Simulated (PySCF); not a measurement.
fluoroethane (C2H5F), singlet, at a GFN2-xTB geometry; CASSCF(4,5)/cc-pVDZ (PySCF).

PySCF was given this input:
```python
from pyscf import gto, scf, mcscf
import numpy

mol = gto.M(
    atom='''
C     1.18325814   -0.13796131    0.24648397
C    -0.31033671   -0.40122730    0.21979882
F    -0.95478815    0.57674592   -0.50155248
H     1.67852231   -0.91696751    0.81868285
H     1.58089564   -0.13113502   -0.76533022
H     1.38589035    0.82600385    0.70652908
H    -0.74383273   -0.38101401    1.22513397
H    -0.54591072   -1.35246895   -0.26874016
''',
    basis='cc-pvdz',
    verbose=4,
)

mf = scf.RHF(mol)
mf.kernel()
mc = mcscf.CASSCF(mf, 5, 4)
mc.fix_spin_(ss=0.0)
mc.kernel()
occ = numpy.linalg.eigvalsh(mc.fcisolver.make_rdm1(mc.ci, mc.ncas, mc.nelecas))[::-1]
ss = mc.fcisolver.spin_square(mc.ci, mc.ncas, mc.nelecas)[0]
print('natural occupations', occ.round(4), ' <S^2>', round(ss, 4))
```

Problem. Write the output that PySCF gives for this input, abridged.

Solution. 
```
PySCF version 2.14.0

[INPUT] verbose = 4
[INPUT] num. atoms = 8
[INPUT] num. electrons = 26
[INPUT] charge = 0
[INPUT] spin (= nelec alpha-beta = 2S) = 0
[INPUT] symmetry False subgroup None
[INPUT] Mole.unit = angstrom
[INPUT] Symbol           X                Y                Z      unit          X                Y                Z       unit  Magmom
[INPUT]  1 C      1.183258140000  -0.137961310000   0.246483970000 AA    2.236033819262  -0.260709091686   0.465787197396 Bohr   0.0
[INPUT]  2 C     -0.310336710000  -0.401227300000   0.219798820000 AA   -0.586451388299  -0.758209710699   0.415359572303 Bohr   0.0
[INPUT]  3 F     -0.954788150000   0.576745920000  -0.501552480000 AA   -1.804288110480   1.089891832260  -0.947796824296 Bohr   0.0
[INPUT]  4 H      1.678522310000  -0.916967510000   0.818682850000 AA    3.171947459872  -1.732817459024   1.547086369378 Bohr   0.0
[INPUT]  5 H      1.580895640000  -0.131135020000  -0.765330220000 AA    2.987459791119  -0.247809273139  -1.446264510653 Bohr   0.0
[INPUT]  6 H      1.385890350000   0.826003850000   0.706529080000 AA    2.618953200178   1.560921054336   1.335146460241 Bohr   0.0
[INPUT]  7 H     -0.743832730000  -0.381014010000   1.225133970000 AA   -1.405640142188  -0.720012128522   2.315167669201 Bohr   0.0
[INPUT]  8 H     -0.545910720000  -1.352468950000  -0.268740160000 AA   -1.031621749264  -2.555795907478  -0.507845301072 Bohr   0.0

nuclear repulsion = 79.504942237062
number of shells = 30
number of NR pGTOs = 113
number of NR cGTOs = 67
basis = cc-pvdz
ecp = {}

******** <class 'pyscf.scf.hf.RHF'> ********
method = RHF
initial guess = minao
damping factor = 0
level_shift factor = 0
DIIS = <class 'pyscf.scf.diis.CDIIS'>
diis_start_cycle = 1
diis_space = 8
diis_damp = 0
SCF conv_tol = 1e-09
SCF conv_tol_grad = None
SCF max_cycles = 50
direct_scf = True
direct_scf_tol = 1e-13
Set gradient conv threshold to 3.16228e-05
Initial guess from minao.
init E= -178.30443388859
  HOMO = -0.362945819500213  LUMO = 0.13831014405397  gap/eV = 13.63987
cycle= 1 E= -178.028013123789  delta_E= 0.276  |g|= 0.515  |ddm|= 2.23
  HOMO = -0.488069489799565  LUMO = 0.164455500809065  gap/eV = 17.75611
cycle= 2 E= -178.075032052819  delta_E= -0.047  |g|= 0.29  |ddm|= 0.475
  HOMO = -0.493446324904847  LUMO = 0.181617643324428  gap/eV = 18.36943
cycle= 3 E= -178.08917479782  delta_E= -0.0141  |g|= 0.0416  |ddm|= 0.175
  HOMO = -0.489460170316089  LUMO = 0.185209023262799  gap/eV = 18.35868
cycle= 4 E= -178.089741616755  delta_E= -0.000567  |g|= 0.00916  |ddm|= 0.0405
  HOMO = -0.491734530750866  LUMO = 0.184916362955748  gap/eV = 18.41261
cycle= 5 E= -178.089768122776  delta_E= -2.65e-05  |g|= 0.0023  |ddm|= 0.0118
  HOMO = -0.49149415304916  LUMO = 0.184967813125667  gap/eV = 18.40747
cycle= 6 E= -178.089770641594  delta_E= -2.52e-06  |g|= 0.00066  |ddm|= 0.00369
  HOMO = -0.49156088389117  LUMO = 0.184972593221471  gap/eV = 18.40941
cycle= 7 E= -178.089770867163  delta_E= -2.26e-07  |g|= 0.000133  |ddm|= 0.00131
  HOMO = -0.491553116685565  LUMO = 0.184976913477533  gap/eV = 18.40932
cycle= 8 E= -178.0897708773  delta_E= -1.01e-08  |g|= 1.63e-05  |ddm|= 0.00025
  HOMO = -0.491552236423131  LUMO = 0.184977129433825  gap/eV = 18.40930
cycle= 9 E= -178.08977087745  delta_E= -1.5e-10  |g|= 3.37e-06  |ddm|= 3.49e-05
  HOMO = -0.49155238557356  LUMO = 0.184977122189939  gap/eV = 18.40931
Extra cycle  E= -178.089770877456  delta_E= -6.37e-12  |g|= 1.24e-06  |ddm|= 6.51e-06
converged SCF energy = -178.089770877456

******** <class 'pyscf.mcscf.mc1step.CASSCF'> ********
CAS (2e+2e, 5o), ncore = 11, nvir = 51
max_cycle_macro = 50
max_cycle_micro = 4
conv_tol = 1e-07
conv_tol_grad = None
orbital rotation max_stepsize = 0.02
orbital rotation threshold for CI restart = 0.01
augmented hessian ah_max_cycle = 30
augmented hessian ah_conv_tol = 1e-12
augmented hessian ah_linear dependence = 1e-14
augmented hessian ah_level shift = 1e-08
augmented hessian ah_start_tol = 2.5
augmented hessian ah_start_cycle = 3
augmented hessian ah_grad_trust_region = 3
kf_trust_region = 3
kf_interval = 4
ci_response_space = 4
ci_grad_trust_region = 3
with_dep4 0
natorb = False
canonicalization = True
sorting_mo_energy = False
ao2mo_level = 2
internal_rotation = False
******** <class 'pyscf.fci.addons.SpinPenaltyFCISolver'> ********
max. cycles = 50
conv_tol = 1e-08
davidson only = True
linear dependence = 1e-12
level shift = 0.001
max iter space = 12
nroots = 1
pspace_size = 400
spin = None
CASCI E = -178.090451954116  S^2 = 0.0000000
Set conv_tol_grad to 0.000316228
macro iter   1 ( 12 JK    3 micro), CASSCF E = -178.091403621434  dE = -9.51667318e-04  S^2 = 0.0000000
               |grad[o]|=0.00203  |grad[c]|=0.00259  |ddm|=0.0122  |maxRot[o]|=0.116
macro iter   2 ( 21 JK    4 micro), CASSCF E = -178.100506181031  dE = -9.10255960e-03  S^2 = 0.0000000
               |grad[o]|=0.00432  |grad[c]|=0.0117  |ddm|=0.0439  |maxRot[o]|=0.276
macro iter   3 ( 21 JK    4 micro), CASSCF E = -178.115266012478  dE = -1.47598314e-02  S^2 = 0.0000000
               |grad[o]|=0.0184  |grad[c]|=0.0117  |ddm|=0.0121  |maxRot[o]|=0.237
macro iter   4 ( 21 JK    4 micro), CASSCF E = -178.123623145165  dE = -8.35713269e-03  S^2 = 0.0000000
               |grad[o]|=0.0198  |grad[c]|=0.00925  |ddm|=0.00918  |maxRot[o]|=0.185
macro iter   5 ( 21 JK    4 micro), CASSCF E = -178.127173053448  dE = -3.54990828e-03  S^2 = 0.0000000
               |grad[o]|=0.0115  |grad[c]|=0.0143  |ddm|=0.0119  |maxRot[o]|=0.278
macro iter   6 ( 21 JK    4 micro), CASSCF E = -178.129894361901  dE = -2.72130845e-03  S^2 = 0.0000000
               |grad[o]|=0.00617  |grad[c]|=0.0143  |ddm|=0.00444  |maxRot[o]|=0.276
macro iter   7 ( 20 JK    4 micro), CASSCF E = -178.131245923910  dE = -1.35156201e-03  S^2 = 0.0000000
               |grad[o]|=0.00555  |grad[c]|=0.00879  |ddm|=0.00844  |maxRot[o]|=0.199
macro iter   8 ( 14 JK    4 micro), CASSCF E = -178.131302772583  dE = -5.68486729e-05  S^2 = 0.0000000
               |grad[o]|=0.00189  |grad[c]|=0.00032  |ddm|=0.0011  |maxRot[o]|=0.0652
macro iter   9 (  3 JK    1 micro), CASSCF E = -178.131302790776  dE = -1.81925657e-08  S^2 = 0.0000000
               |grad[o]|=5.68e-05  |grad[c]|=5.12e-05  |ddm|=1.37e-05  |maxRot[o]|=0.000286
1-step CASSCF converged in   9 macro (154 JK  32 micro) steps
CASSCF canonicalization
Density matrix diagonal elements [1.98079793 1.97572719 0.01142447 0.0124371  0.01961331]
CASSCF energy = -178.131302790776
CASCI E = -178.131302790776  E(CI) = -5.64619768881877  S^2 = 0.0000000
natural occupations [1.9808 1.9757 0.0196 0.0194 0.0044]  <S^2> 0.0
```
